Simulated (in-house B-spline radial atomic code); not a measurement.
Results of a calculation; reference values are marked as such.
**What the choice of pseudopotential does to G0W0 on PBE0: Yb²⁺**

All numbers come from an all-electron radial atomic-structure program (B-spline basis), non-relativistic (model numbers for so heavy an element), configuration [Xe] 4f14, open shells at high spin. Semilocal Troullier-Martins pseudo-atoms, one channel per l, are made with PBE or LDA for several valence sets and radii, with or without a model core, and set against the all-electron atom. One channel fits only the lowest state of its l, so a second state of that l is approximate. All electrons give 4f: PBE0 -24.674 eV, G0W0 -30.25 eV, 5p: PBE0 -41.87 eV, G0W0 -46.96 eV. Potentials are made in the ion's own configuration unless the neutral atom is named, and a smooth local potential serves every l without a channel. Potentials that miss their own reference levels by more than 6 millihartree, or need radii over 3.5 bohr, are left out. Columns give pseudo minus all-electron, in eV; a dash marks a level in the core or of low weight.

| valence | made with | radii (bohr) | model core (bohr) | 4f PBE0 | 4f G0W0 | 5p PBE0 | 5p G0W0 |
| --- | --- | --- | --- | --- | --- | --- | --- |
| 5p 4f | PBE | s 2.49 p 1.02 d 1.45 f 1.29 | none | +1.44 | +7.09 | +0.15 | +0.05 |
| 5p 4f | PBE, neutral atom | s 3.22 p 1.15 d 1.77 f 1.45 | none | +1.79 | +7.14 | - | - |
| 5p 4f | PBE, neutral atom | s 3.40 p 1.27 d 1.97 f 1.61 | none | +1.85 | +6.76 | - | - |
| 5p 4f | PBE, neutral atom | s 3.40 p 1.47 d 2.26 f 1.85 | none | +1.94 | +6.20 | - | - |
| 5s 5p 4f | PBE, neutral atom | s 1.34 p 1.47 d 2.26 f 1.85 | none | +1.70 | +5.93 | -0.72 | -1.52 |
| 5s 5p 4f | PBE | s 1.05 p 1.15 d 1.63 f 1.45 | 0.69 | +2.41 | +7.71 | -0.80 | -1.16 |
| 5s 5p 4f | PBE, neutral atom | s 1.17 p 1.27 d 1.97 f 1.61 | 0.69 | +2.39 | +7.26 | - | - |
| 5s 5p 4f | PBE, neutral atom | s 1.52 p 1.66 d 2.56 f 2.10 | 0.69 | +2.10 | +5.83 | -0.96 | -1.63 |
| 4d 5s 5p 4f | PBE, neutral atom | s 1.05 p 1.15 d 0.44 f 1.45 | none | +0.86 | +3.38 | - | - |
| 4d 5s 5p 4f | PBE, neutral atom | s 1.17 p 1.27 d 0.49 f 1.61 | none | +0.98 | +3.39 | - | - |
| 4d 5s 5p 4f | PBE, neutral atom | s 1.52 p 1.66 d 0.64 f 2.10 | none | +1.27 | +3.40 | -1.01 | -2.72 |
| 4d 5s 5p 4f | PBE, neutral atom | s 1.05 p 1.15 d 0.44 f 1.45 | 0.32 | +0.99 | +3.53 | - | - |
| 4d 5s 5p 4f | PBE | s 1.17 p 1.27 d 0.49 f 1.61 | 0.32 | +1.24 | +3.66 | -0.72 | -2.28 |
| 4d 5s 5p 4f | PBE, neutral atom | s 1.52 p 1.66 d 0.64 f 2.10 | 0.32 | +1.34 | +3.48 | -1.05 | -2.71 |

(1) How does the G0W0 shift of 4f, which all sets hold, depend on the valence set?

Answers

(1) Mean size: 4d 5s 5p 4f: 3.47 eV; 5s 5p 4f: 6.69 eV; 5p 4f: 6.80 eV. The means mix radii and the functional used in making the potentials.
